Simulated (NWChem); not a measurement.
System: WO3; SMILES [W](=[O])(=[O])=[O]

Computed with NWChem. def2 effective core potentials on W; no spin-orbit coupling. Each level has its own optimisation; frequencies are unscaled.

### Question
Order these by “highest harmonic frequency (cm⁻¹)”, lowest first: LDA (Slater exchange, VWN5)/def2-SVP; PBE/def2-SVP; PBE0/def2-SVP.

### Answer
PBE/def2-SVP (985), LDA (Slater exchange, VWN5)/def2-SVP (1017), PBE0/def2-SVP (1049)
